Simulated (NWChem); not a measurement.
System: vinylidene fluoride (C₂H₂F₂); SMILES C(=C)(F)F

Input file for NWChem:

```
start job
memory heap 200 mb stack 900 mb global 1100 mb
geometry units angstroms noautoz
  C      0.014913    -1.385722     0.000000
  C      0.000736    -0.062923     0.000000
  F     -1.093196     0.686527     0.000000
  F      1.078430     0.709732     0.000000
  H      0.957241    -1.915946     0.000000
  H     -0.915803    -1.936068     0.000000
end
basis spherical
  * library def2-tzvp
end
dft
  xc xtpss03 ctpss03
  iterations 150
  mulliken
end
task dft energy
```

NWChem printed, in part:

```
             Northwest Computational Chemistry Package (NWChem) 7.3.0
             --------------------------------------------------------

 C2V symmetry detected

                             Geometry "geometry" -> ""
                             -------------------------

 Output coordinates in angstroms (scale by  1.889725989 to convert to a.u.)

  No.       Tag          Charge          X              Y              Z
 ---- ---------------- ---------- -------------- -------------- --------------
    1 C                    6.0000     0.00000000     0.00000000    -1.38650280
    2 C                    6.0000     0.00000000     0.00000000    -0.06362788
    3 F                    9.0000     0.00000000    -1.08587494     0.69746789
    4 F                    9.0000     0.00000000     1.08587494     0.69746789
    5 H                    1.0000     0.00000000     0.93657601    -1.92681898
    6 H                    1.0000     0.00000000    -0.93657601    -1.92681898

 Effective nuclear repulsion energy (a.u.)     117.2563808535

      Symmetry information
      --------------------

 Group name             C2v
 Group number             16
 Group order               4
 No. of unique centers     4

                                 NWChem DFT Module
                                 -----------------

 Summary of "ao basis" -> "ao basis" (spherical)
 ------------------------------------------------------------------------------
       Tag                 Description            Shells   Functions and Types
 ---------------- ------------------------------  ------  ---------------------
 C                         def2-tzvp                11       31   5s3p2d1f
 F                         def2-tzvp                11       31   5s3p2d1f
 H                         def2-tzvp                 4        6   3s1p

      Symmetry analysis of basis
      --------------------------

        a1         54
        a2         17
        b1         25
        b2         40

            General Information
            -------------------
          SCF calculation type: DFT
          Wavefunction type:  closed shell.
          No. of atoms     :     6
          No. of electrons :    32
           Alpha electrons :    16
            Beta electrons :    16
          Charge           :     0
          Spin multiplicity:     1
          Use of symmetry is: on ; symmetry adaption is: on
          Maximum number of iterations: 150
          AO basis - number of functions:   136
                     number of shells:    52
          Convergence on energy requested:  1.00D-06
          Convergence on density requested:  1.00D-05
          Convergence on gradient requested:  5.00D-04

              XC Information
              --------------
                  TPSS metaGGA Exchange Functional  1.000
             TPSS03 metaGGA Correlation Functional  1.000

             Grid Information
             ----------------
          Grid used for XC integration:  medium
          Radial quadrature: Mura-Knowles
          Angular quadrature: Lebedev.
          Tag              B.-S. Rad. Rad. Pts. Rad. Cut. Ang. Pts.
          ---              ---------- --------- --------- ---------
          C                   0.70       49           8.0       434
          F                   0.50       49          10.0       434
          H                   0.35       45           8.0       434
          Grid pruning is: on
          Number of quadrature shells:   192
          Spatial weights used:  Erf1

      Superposition of Atomic Density Guess
      -------------------------------------

 Sum of atomic energies:        -275.17843154

      Non-variational initial energy
      ------------------------------

 Total energy =    -276.681070
 1-e energy   =    -612.987267
 2-e energy   =     219.049816
 HOMO         =      -0.283521
 LUMO         =       0.086929

      Symmetry analysis of molecular orbitals - initial
      -------------------------------------------------

  Numbering of irreducible representations:

     1 a1          2 a2          3 b1          4 b2

  Orbital symmetries:

     1 a1          2 b2          3 a1          4 a1          5 a1
     6 b2          7 a1          8 a1          9 b2         10 b1
    11 a1         12 a2         13 b2         14 a1         15 b2
    16 b1         17 b1         18 a1         19 b2         20 a1
    21 b2         22 a1         23 b1         24 a1         25 a1
    26 b1

     ---------------------------------------------
      Total Density - Mulliken Population Analysis
     ---------------------------------------------

    Atom       Charge   Shell Charges
 -----------   ------   -------------------------------------------------------
    1 C    6     6.71   0.86  1.12  0.57  0.66  0.12  1.34  1.44  0.57  0.01  0.01  0.01
    2 C    6     5.00   0.85  1.12  0.51  0.50  0.04  0.83  0.80  0.14  0.05  0.13  0.02
    3 F    9     9.33   0.77  1.20  0.61  1.00  0.31  2.30  2.30  0.83  0.00  0.01  0.00
    4 F    9     9.33   0.77  1.20  0.61  1.00  0.31  2.30  2.30  0.83  0.00  0.01  0.00
    5 H    1     0.81   0.23  0.44  0.12  0.02
    6 H    1     0.81   0.23  0.44  0.12  0.02

   convergence    iter        energy       DeltaE   RMS-Dens  Diis-err
 ---------------- ----- ----------------- --------- --------- ---------
 d= 0,ls=0.0,diis     1   -277.0999366772 -3.94D+02  7.96D-03  1.17D+00
 d= 0,ls=0.0,diis     2   -276.8933384442  2.07D-01  5.37D-03  3.40D+00
 d= 0,ls=0.0,diis     3   -277.2082015584 -3.15D-01  1.74D-03  5.58D-02
 d= 0,ls=0.0,diis     4   -277.2078449728  3.57D-04  9.28D-04  6.40D-02
 d= 0,ls=0.0,diis     5   -277.2160505485 -8.21D-03  1.52D-04  1.75D-03
  Resetting Diis
 d= 0,ls=0.0,diis     6   -277.2161595243 -1.09D-04  4.44D-05  5.56D-05
 d= 0,ls=0.0,diis     7   -277.2161659528 -6.43D-06  1.38D-05  1.62D-06
 d= 0,ls=0.0,diis     8   -277.2161656472  3.06D-07  9.01D-06  3.83D-06

         Total DFT energy =     -277.216165647242
      One electron energy =     -614.616097823612
           Coulomb energy =      252.685220527730
    Exchange-Corr. energy =      -32.541669204826
 Nuclear repulsion energy =      117.256380853465

 Numeric. integr. density =       32.000000861260

                  Occupations of the irreducible representations
                  ----------------------------------------------

                     irrep           alpha         beta
                     --------     --------     --------
                     a1                8.0          8.0
                     a2                1.0          1.0
                     b1                2.0          2.0
                     b2                5.0          5.0

                       DFT Final Molecular Orbital Analysis
                       ------------------------------------

 Vector   14  Occ=2.000000D+00  E=-3.885361D-01  Symmetry=a1
              MO Center= -7.5D-16,  2.7D-14,  1.5D-01, r^2= 2.3D+00
   Bfn.  Coefficient  Atom+Function         Bfn.  Coefficient  Atom+Function
  ----- ------------  ---------------      ----- ------------  ---------------
    70      0.301630  3 F  pz               101      0.301630  4 F  pz
    73      0.245068  3 F  pz               104      0.245068  4 F  pz
     8      0.207240  1 C  pz                 5      0.156486  1 C  s
    39     -0.156754  2 C  pz                76      0.149447  3 F  pz
   107      0.149447  4 F  pz                11      0.132999  1 C  pz

 Vector   15  Occ=2.000000D+00  E=-3.678470D-01  Symmetry=b2
              MO Center= -4.4D-16, -8.5D-16,  1.3D-01, r^2= 2.5D+00
   Bfn.  Coefficient  Atom+Function         Bfn.  Coefficient  Atom+Function
  ----- ------------  ---------------      ----- ------------  ---------------
    70      0.244892  3 F  pz               101     -0.244892  4 F  pz
    69      0.223679  3 F  py               100      0.223679  4 F  py
    73      0.200021  3 F  pz               104     -0.200021  4 F  pz
    72      0.179828  3 F  py               103      0.179828  4 F  py
     7     -0.163030  1 C  py                76      0.128138  3 F  pz

 Vector   16  Occ=2.000000D+00  E=-2.396749D-01  Symmetry=b1
              MO Center= -6.0D-16, -2.5D-15, -6.7D-01, r^2= 1.8D+00
   Bfn.  Coefficient  Atom+Function         Bfn.  Coefficient  Atom+Function
  ----- ------------  ---------------      ----- ------------  ---------------
     6      0.314752  1 C  px                 9      0.279192  1 C  px
    37      0.250130  2 C  px                40      0.233013  2 C  px
    12      0.207403  1 C  px                68     -0.178879  3 F  px
    99     -0.178879  4 F  px                71     -0.144246  3 F  px
   102     -0.144246  4 F  px                74     -0.117623  3 F  px

 Vector   17  Occ=0.000000D+00  E=-1.730521D-02  Symmetry=b1
              MO Center=  2.5D-17, -3.4D-16, -6.8D-01, r^2= 2.2D+00
   Bfn.  Coefficient  Atom+Function         Bfn.  Coefficient  Atom+Function
  ----- ------------  ---------------      ----- ------------  ---------------
    12      0.562990  1 C  px                43     -0.445239  2 C  px
    40     -0.424558  2 C  px                37     -0.404288  2 C  px
     6      0.276678  1 C  px                 9      0.244367  1 C  px
    74      0.168583  3 F  px               105      0.168583  4 F  px
    68      0.149314  3 F  px                99      0.149314  4 F  px

 Vector   18  Occ=0.000000D+00  E= 4.698286D-02  Symmetry=a1
              MO Center=  6.5D-16, -2.6D-16, -7.9D-01, r^2= 5.4D+00
   Bfn.  Coefficient  Atom+Function         Bfn.  Coefficient  Atom+Function
  ----- ------------  ---------------      ----- ------------  ---------------
     5      1.495933  1 C  s                 36     -1.497856  2 C  s
   127     -1.140706  5 H  s                133     -1.140706  6 H  s
     4      0.967717  1 C  s                 35     -0.811871  2 C  s
    67      0.676471  3 F  s                 98      0.676471  4 F  s
    11      0.342930  1 C  pz                45     -0.314942  2 C  pz

 Vector   19  Occ=0.000000D+00  E= 6.593856D-02  Symmetry=b2
              MO Center= -2.6D-16, -1.4D-13, -1.5D+00, r^2= 4.1D+00
   Bfn.  Coefficient  Atom+Function         Bfn.  Coefficient  Atom+Function
  ----- ------------  ---------------      ----- ------------  ---------------
   127      1.963884  5 H  s                133     -1.963884  6 H  s
    13     -1.500731  1 C  py                41     -0.311863  2 C  py
    38     -0.256692  2 C  py                 7     -0.200504  1 C  py
    76      0.163896  3 F  pz               107     -0.163896  4 F  pz
    67     -0.142510  3 F  s                 98      0.142510  4 F  s

     ---------------------------------------------
      Total Density - Mulliken Population Analysis
     ---------------------------------------------

    Atom       Charge   Shell Charges
 -----------   ------   -------------------------------------------------------
    1 C    6     6.34   0.86  1.12  0.52  0.61  0.11  1.34  1.28  0.47  0.01  0.02  0.01
    2 C    6     5.67   0.86  1.12  0.56  0.50  0.01  1.23  0.99  0.16  0.05  0.19  0.03
    3 F    9     9.14   0.77  1.20  0.62  0.98  0.34  2.28  2.11  0.83  0.00  0.01  0.00
    4 F    9     9.14   0.77  1.20  0.62  0.98  0.34  2.28  2.11  0.83  0.00  0.01  0.00
    5 H    1     0.85   0.27  0.47  0.09  0.02
    6 H    1     0.85   0.27  0.47  0.09  0.02

     -------------------------------------------
      Total Density - Lowdin Population Analysis
     -------------------------------------------

    Atom       Charge   Shell Charges
 -----------   ------   -------------------------------------------------------
    1 C    6     6.23   0.91  1.03  0.36  0.37  0.18  1.15  1.38  0.62  0.02  0.18  0.03
    2 C    6     6.49   0.91  1.03  0.37  0.31  0.15  1.06  1.12  0.47  0.08  0.81  0.18
    3 F    9     8.77   0.86  1.10  0.59  0.68  0.36  2.13  2.09  0.92  0.00  0.03  0.00
    4 F    9     8.77   0.86  1.10  0.59  0.68  0.36  2.13  2.09  0.92  0.00  0.03  0.00
    5 H    1     0.86   0.26  0.39  0.16  0.06
    6 H    1     0.86   0.26  0.39  0.16  0.06

     Multipole analysis of the density
     ---------------------------------

     L   x y z        total         alpha         beta         nuclear
     -   - - -        -----         -----         ----         -------
     0   0 0 0      0.000000    -16.000000    -16.000000     32.000000

     1   1 0 0     -0.000000     -0.000000     -0.000000      0.000000
     1   0 1 0      0.000000      0.000000      0.000000      0.000000
     1   0 0 1     -0.446586     -0.223293     -0.223293     -0.000000

     2   2 0 0    -16.799490     -8.399745     -8.399745      0.000000
     2   1 1 0     -0.000000     -0.000000     -0.000000      0.000000
     2   1 0 1      0.000000      0.000000      0.000000      0.000000
     2   0 2 0    -16.311893    -49.184954    -49.184954     82.058016
     2   0 1 1      0.000000      0.000000      0.000000      0.000000
     2   0 0 2    -15.258527    -57.160282    -57.160282     99.062038
```

Level: TPSS/def2-TZVP. Geometry: optimised at B3LYP/6-31G* (spherical d).
